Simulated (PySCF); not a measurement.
C₃H₆AlF, SMILES C=[CH][Al]([CH3])[F], PBE0/def2-SVP optimised geometry.

```
11

Al    -0.08    -1.12     0.00
F     -0.86    -2.61     0.01
C      1.86    -1.12     0.00
H      2.30    -0.12    -0.08
H      2.25    -1.73    -0.83
H      2.25    -1.58     0.93
C     -1.20     0.46     0.00
C     -0.66     1.69    -0.01
H     -2.30     0.40     0.01
H     -1.27     2.61    -0.01
H      0.42     1.85    -0.02
```

Density from PBE0/def2-TZVP (PySCF 2.14.0) at that geometry.

Minimum of the electron density along straight lines between bonded atoms, close to the bond critical point (lines longer than 1.1 times the sum of covalent radii, or with two minima, are not listed):

```json
[
 {"bond": "Al1–F2", "length / Å": "1.672", "ρ at the minimum / e bohr⁻³": "[?]", "∇²ρ there / e bohr⁻⁵": "[?]", "position (fraction from the first atom)": "0.43"},
 {"bond": "Al1–C3", "length / Å": "1.944", "ρ at the minimum / e bohr⁻³": "0.089", "∇²ρ there / e bohr⁻⁵": "0.26", "position (fraction from the first atom)": "0.41"},
 {"bond": "C3–H4", "length / Å": "1.101", "ρ at the minimum / e bohr⁻³": "0.264", "∇²ρ there / e bohr⁻⁵": "-0.86", "position (fraction from the first atom)": "0.64"},
 {"bond": "C3–H5", "length / Å": "1.103", "ρ at the minimum / e bohr⁻³": "0.263", "∇²ρ there / e bohr⁻⁵": "-0.84", "position (fraction from the first atom)": "0.64"},
 {"bond": "C3–H6", "length / Å": "1.103", "ρ at the minimum / e bohr⁻³": "0.262", "∇²ρ there / e bohr⁻⁵": "-0.84", "position (fraction from the first atom)": "0.64"},
 {"bond": "Al1–C7", "length / Å": "1.939", "ρ at the minimum / e bohr⁻³": "0.089", "∇²ρ there / e bohr⁻⁵": "0.29", "position (fraction from the first atom)": "0.40"},
 {"bond": "C7–C8", "length / Å": "1.343", "ρ at the minimum / e bohr⁻³": "[?]", "∇²ρ there / e bohr⁻⁵": "-1.02", "position (fraction from the first atom)": "0.49"},
 {"bond": "C7–H9", "length / Å": "1.099", "ρ at the minimum / e bohr⁻³": "0.272", "∇²ρ there / e bohr⁻⁵": "-0.92", "position (fraction from the first atom)": "0.64"},
 {"bond": "C8–H10", "length / Å": "1.098", "ρ at the minimum / e bohr⁻³": "0.277", "∇²ρ there / e bohr⁻⁵": "-0.96", "position (fraction from the first atom)": "0.65"},
 {"bond": "C8–H11", "length / Å": "1.098", "ρ at the minimum / e bohr⁻³": "0.277", "∇²ρ there / e bohr⁻⁵": "-0.96", "position (fraction from the first atom)": "0.65"}
]
```

Question: Some entries are withheld; supply them.

Answer: 
- Al1–F2, ρ at the minimum / e bohr⁻³: 0.106
- Al1–F2, ∇²ρ there / e bohr⁻⁵: 0.85
- C7–C8, ρ at the minimum / e bohr⁻³: 0.342
